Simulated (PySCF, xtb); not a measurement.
HTe, SMILES [TeH], multiplicity 2.

Harmonic wavenumbers (cm⁻¹) from GFN2-xTB run with xtb at its own minimum, in rising order: 1955.

### Question
What does PBE0-D3(BJ)/def2-TZVPD run with PySCF 2.14.0 give at its own minimum? (Estimate from the structure and the level; the computed values follow.)

### Answer
2156. Paired by order, the mean absolute difference is 202 cm⁻¹ and the zero-point energies are 2.8 and 3.1 kcal/mol.
